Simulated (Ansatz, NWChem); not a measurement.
# Worked example: the enthalpy of formation of CH3Br (SMILES CBr)

CH3Br has 5 atoms, charge 0, and is taken as a singlet. As SMILES, `CBr`. The shape is that of a PBE0-D4/def2-TZVP optimisation.

```xyz
5

C    -0.1063    0.1236    0.0884
Br    1.0011   -1.1644   -0.8332
H     0.5165    0.9737    0.3513
H    -0.5063   -0.3541    0.9780
H    -0.9050    0.4212   -0.5845
```

Total energies at CCSD/cc-pVTZ, 10 core orbitals frozen (NWChem 7.3.0); the atoms run unrestricted:

```
species    state   energy (Eh)
  CH3Br  singlet  -2612.525058
      C  triplet    -37.778725
     Br  doublet  -2572.654914
      H  doublet     -0.499810
```

Harmonic wavenumbers at PBE0-D4/def2-TZVP, in cm⁻¹: 633, 968, 968, 1331, 1469, 1469, 3096, 3207, 3207.

Measured heats of formation of the gaseous atoms at 298.15 K, in kJ/mol: C 716.9, Br 111.9, H 218.0. Spin-orbit lowering of the atoms at 298 K (mean of the ground term's levels less their thermal mean, from spectra), in kJ/mol: C 0.02, Br 14.69. Take 1 Eh = 2625.50 kJ/mol, 1 cm⁻¹ = 0.0119627 kJ/mol, RT = 2.479 kJ/mol.

Work out the heat of formation of the gas at 298 K.


1. Electronic atomisation energy: (-37.778725) + (-2572.654914) + 3 × (-0.499810) − (-2612.525058) = 0.591989 Eh = 1554.3 kJ/mol.
2. Zero-point energy: half the sum of the wavenumbers, 8174 cm⁻¹ = 97.8 kJ/mol.
3. Thermal vibrational enthalpy, Σ hcν̃/(exp(hcν̃/kT) − 1): 0.6 kJ/mol. Translation, rotation and pV of a non-linear molecule: 4 RT = 9.9 kJ/mol.
4. The 5 free atoms carry 5/2 RT each: 31.0 kJ/mol.
5. Spin-orbit coupling lowers the free atoms by 0.02 + 14.69 = 14.7 kJ/mol.
6. Atomisation enthalpy at 298 K: 1554.3 − 14.7 − 97.8 − 0.6 − 9.9 + 31.0 = 1462.3 kJ/mol.
7. Sum of the atoms' heats of formation: 1482.8 kJ/mol. Heat of formation: 1482.8 − 1462.3 = +20.5 kJ/mol.

The tabulated value is -36.4 kJ/mol (Active Thermochemical Tables), so this level is off by +56.9 kJ/mol, or 3.7 % of the atomisation enthalpy. Coupled cluster needs large bases for atomisation: in a finite one the molecule is underbound. Relativity is left out. Anharmonicity and any spin-orbit splitting of the molecule are left out, and so is core correlation.
